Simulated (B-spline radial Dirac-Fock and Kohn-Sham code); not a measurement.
What relativity does to the binding energies of Pb²⁷⁺

System: Pb²⁷⁺, configuration [Kr] 4d10 4f9.

Both columns are ΔSCF binding energies of the configuration average from a radial finite-basis atomic code: non-relativistic Hartree-Fock with a point nucleus, and Dirac-Fock with a finite nucleus and the Coulomb interaction alone, averaged over the two j levels with weights 2j+1.

| shell | Hartree-Fock (eV) | Dirac-Fock (eV) | shift (eV) | shift (%) |
| --- | --- | --- | --- | --- |
| 1s | 80372.5 | 89366.0 | +8993.50 | +11.19 |
| 2s | 14363.9 | 16797.9 | +2434.04 | +16.95 |
| 2p | 13840.7 | 14670.6 | +829.86 | +6.00 |
| 3s | 4104.2 | 4725.2 | +621.09 | +15.13 |
| 3p | 3856.4 | 4096.6 | +240.29 | +6.23 |
| 3d | 3399.9 | 3384.9 | -14.99 | -0.44 |
| 4s | 1526.9 | 1702.9 | +175.99 | +11.53 |
| 4p | 1415.5 | 1484.9 | +69.47 | +4.91 |
| 4d | 1210.8 | 1211.8 | +0.99 | +0.08 |
| 4f | 945.0 | 931.4 | -13.64 | -1.44 |

Relativity binds 1s, 2s, 2p, 3s, 3p, 4s, 4p, 4d more strongly, among those listed most of all 2s in relative terms, and 3d, 4f more weakly, because the contracted s and p shells screen the nucleus better.

Values without a named source are computed, but for edge energies of neutral atoms, which are taken from tables.
